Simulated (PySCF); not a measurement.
Gas-phase reaction: 4 GeF3 + C2F4 → 4 GeF2 + 2 CF4

Computed with PySCF (xtb for GFN2) and rigid-rotor harmonic-oscillator thermochemistry at 1 bar. † marks an energy on the PBE0/def2-TZVP geometry and frequencies; other levels use their own. 6-31G* has spherical d functions here. Open shells (unrestricted): GeF3 (multiplicity 2); the rest are closed-shell singlets. GFN2 has no spin-polarisation term. B3LYP is the form with VWN-RPA correlation. Ge: all electrons, no relativistic terms. GeF3: computed as isolated molecules; such fragments, hydroxides, amides, oligomers or adducts are transient or little studied in the gas. The harmonic model lacks anharmonicity and excited electronic states, which grow with temperature; levels with a mode under 35 cm⁻¹ are left out.

```json
[
 {"level": "B3LYP/6-31G*", "ΔE electronic, kJ": "-413", "ΔH°(298 K), kJ": "-411", "ΔS°(298 K), J/K": "105", "ΔG°(1600 K), kJ": "-544"},
 {"level": "B3LYP/def2-TZVP†", "ΔE electronic, kJ": "-341", "ΔH°(298 K), kJ": "-340", "ΔS°(298 K), J/K": "109", "ΔG°(1600 K), kJ": "-481"},
 {"level": "GFN2-xTB", "ΔE electronic, kJ": "-649", "ΔH°(298 K), kJ": "-641", "ΔS°(298 K), J/K": "29", "ΔG°(1600 K), kJ": "-641"},
 {"level": "M06-2X/def2-TZVP†", "ΔE electronic, kJ": "-221", "ΔH°(298 K), kJ": "-220", "ΔS°(298 K), J/K": "109", "ΔG°(1600 K), kJ": "-361"},
 {"level": "PBE/def2-SVP", "ΔE electronic, kJ": "-381", "ΔH°(298 K), kJ": "-378", "ΔS°(298 K), J/K": "101", "ΔG°(1600 K), kJ": "-504"},
 {"level": "PBE/def2-TZVP†", "ΔE electronic, kJ": "-314", "ΔH°(298 K), kJ": "-313", "ΔS°(298 K), J/K": "109", "ΔG°(1600 K), kJ": "-454"},
 {"level": "PBE0/def2-QZVP†", "ΔE electronic, kJ": "-294", "ΔH°(298 K), kJ": "-293", "ΔS°(298 K), J/K": "109", "ΔG°(1600 K), kJ": "-435"},
 {"level": "PBE0/def2-TZVP", "ΔE electronic, kJ": "-304", "ΔH°(298 K), kJ": "-303", "ΔS°(298 K), J/K": "109", "ΔG°(1600 K), kJ": "-445"},
 {"level": "r2SCAN/def2-TZVP†", "ΔE electronic, kJ": "-250", "ΔH°(298 K), kJ": "-250", "ΔS°(298 K), J/K": "109", "ΔG°(1600 K), kJ": "-391"},
 {"level": "LDA/def2-TZVP†", "ΔE electronic, kJ": "-354", "ΔH°(298 K), kJ": "-353", "ΔS°(298 K), J/K": "109", "ΔG°(1600 K), kJ": "-495"},
 {"level": "ωB97X-V/def2-TZVP†", "ΔE electronic, kJ": "-323", "ΔH°(298 K), kJ": "-322", "ΔS°(298 K), J/K": "109", "ΔG°(1600 K), kJ": "-464"}
]
```
ΔH° is lowest at GFN2-xTB and highest at M06-2X/def2-TZVP†. No reference value is set beside these.
